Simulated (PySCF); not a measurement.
Electron correlation in Dy²⁺ (dysprosium, charge +2)

[Xe] 4f9 5d1, one real determinant (an excited configuration). All numbers are calculated (PySCF 2.14, the spin-free X2C one-electron Hamiltonian (Gaussian nucleus), in ANO-RCC-VTZP (8s7p5d3f2g1h, 104 functions)). Frozen: [Kr] 4d10; 18 electrons correlated.

MP2 pair energies summed by pair of shells (mhartree):

```tsv
pair	energy	share (%)
4f-4f	-258.96	36.1
4f-5p	-205.14	28.6
5p-5p	-117.12	16.3
4f-5s	-47.64	6.6
5s-5p	-34.85	4.9
5p-5d	-27.76	3.9
4f-5d	-15.83	2.2
5s-5s	-6.20	0.9
5s-5d	-4.13	0.6
```

Total MP2 correlation energy: -717.64 mhartree.

Same-spin part -300.53 and opposite-spin part -417.11 mhartree; SCS-MP2 scales them by 1/3 and 6/5 to -600.71 mhartree.

The reference is one real determinant that mixes LS terms of this configuration.
